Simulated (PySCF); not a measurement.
## Radial density of Se³⁺ (selenium, charge +3)

M06-2X, [Ar] 3d10 4s2 4p1, 2P determinant. Calculation: PySCF 2.14, in x2c-SVPall (5s4p3d, 32 functions); scalar relativity by spin-free X2C-1e.

| r (bohr) | 4πr²ρ (e/bohr) | 4πr²(ρα − ρβ) |
| --- | --- | --- |
| 0.000632 | 0.2099 | 0.0000 |
| 0.00106 | 0.5687 | 0.0000 |
| 0.00179 | 1.452 | 0.0000 |
| 0.00301 | 3.414 | 0.0001 |
| 0.00506 | 7.761 | 0.0002 |
| 0.00851 | 16.18 | 0.0004 |
| 0.0143 | 29.03 | 0.0010 |
| 0.0241 | 40.53 | 0.0038 |
| 0.0405 | 39.78 | 0.0138 |
| 0.0681 | 34.26 | 0.0391 |
| 0.115 | 47.05 | 0.0493 |
| 0.193 | 40.58 | -0.0046 |
| 0.324 | 26.63 | 0.0688 |
| 0.545 | 31.44 | 0.0724 |
| 0.917 | 10.12 | 0.1039 |
| 1.54 | 2.832 | 0.6981 |
| 2.59 | 0.6018 | 0.2362 |
| 4.36 | 0.01572 | 0.0129 |

Densities and radii are taken from the X2C orbitals without a picture-change correction, which distorts them close to the nucleus.

(1) Where is the radial spin density 4πr²(ρα − ρβ) most negative, and why is it negative at all?

## Answers

(1) Around r = 0.193 bohr, down to -0.0046 e/bohr: exchange with the open shell polarises the paired shells in an unrestricted calculation.
